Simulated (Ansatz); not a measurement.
AlCu₆⁻: single points at one geometry.

```yaml
crystal:
  periodic: [false, false, false]
  atoms:
    - {symbol: Cu, position_ang: [-2.043104, 0.417617, 0.238033]}
    - {symbol: Cu, position_ang: [-0.618755, -0.060515, 2.005106]}
    - {symbol: Cu, position_ang: [-0.693462, 0.339630, -1.817594]}
    - {symbol: Cu, position_ang: [1.610345, -0.461867, 1.044939]}
    - {symbol: Cu, position_ang: [0.289117, 1.289877, 0.126719]}
    - {symbol: Cu, position_ang: [-0.278263, -1.291404, -0.135768]}
    - {symbol: Al, position_ang: [1.734113, -0.233338, -1.461434]}
basis:
  gaussian: {orbitals: def2-SVPD, initial_orbitals: start.molden}
total_charge: -1
hamiltonian: {xc: pbe}
correlation: {method: rpa, frozen_orbitals: {Al: 5, Cu: 9}}
scf: {omitted_lower_state_checks: [starts]}
```

The file start.molden holds the orbitals of an earlier run on this structure, at another level or in another basis.

```sh
$ ansatz run in.yaml --threads 4 --pin off --events-out ev --progress --plain --max-ram 4787MiB
```

Shortened log:

```
Functional definition: PBE
2390 factors; integrals over basis functions are off by at most 6.5e-4 eV
mean field evaluation 1: about -274364.4607 eV, gradient 1.4e1 eV
mean field evaluation 2: about -274365.1616 eV, gradient 1.0e0 eV
mean field evaluation 4: about -274365.1655 eV, gradient 8.0e-2 eV
mean field evaluation 8: about -274365.1656 eV, gradient 2.8e-6 eV
mean field -274365.16555300 eV, -10082.7338626841 hartree, gradient 2.8e-6 eV, S^2 0.000000; 0 other end points of the search recorded, 0 dependent functions left out; unrestricted orbitals would lower it
mean field evaluation 16: about -274129.0095 eV, gradient 5.5e-1 eV
mean field evaluation 32: about -274130.1929 eV, gradient 2.6e-4 eV
59 core orbitals not correlated: weight in the atoms' cores, before any rotation towards them, 1.000 or more for the frozen orbitals, at most 0.000 for the correlated occupied ones
reference -274122.79243101 eV, -10073.8268147373 hartree; 35, 35 occupied and 134, 134 virtual orbitals, 2390 factors
Total energy: -274197.53512843 eV, -10076.5735582051 hartree
Checks for a lower state left out: starts
```

It took 91 s on 4 threads of Intel Xeon Platinum 8259CL on a shared host, peak host memory 2 GiB.

Geometry: PBE-D4/def2-SVPD.

Correlated methods freeze 59 core orbitals. The restricted singlet (for correlated methods, its reference) is unstable: a solution with broken spin symmetry lies lower. Another isomer (singlet) lies 0.28 eV lower at PBE0-D4/def2-TZVPD; other spin states weren't run for this one.
